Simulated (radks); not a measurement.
Problem. Species: the iodine ion I36+. Configuration: [Ne] 3s2 3p5. All-electron calculation, non-relativistic Kohn-Sham, PBE, spin-polarised, spherical densities, point nucleus; open shells are filled with parallel spins first (spin-orbit coupling, left out, can overturn this in heavy ions); relativity is left out, which matters for an element this heavy. Program: a radial shooting solver on a logarithmic mesh with Libxc functionals. Some entries of the table are withheld. Estimate them.

orbital,occ.,eigenvalue (hartree),<r^2> (bohr^2)
1s up,1,-1236.484,0.001100
1s down,1,-1236.406,0.001100
2s up,1,(1),0.01743
2s down,1,(2),0.01742
2p up,3,-236.5154,0.01305
2p down,3,-236.4336,0.01305
3s up,1,-94.21759,0.09989
3s down,1,-93.99436,0.1000
3p up,3,(3),(4)
3p down,2,(5),(6)

Solution. 
(1) 2s up eigenvalue (hartree): -246.2830
(2) 2s down eigenvalue (hartree): -246.2285
(3) 3p up eigenvalue (hartree): -90.55301
(4) 3p up <r^2> (bohr^2): 0.09215
(5) 3p down eigenvalue (hartree): -90.32371
(6) 3p down <r^2> (bohr^2): 0.09228
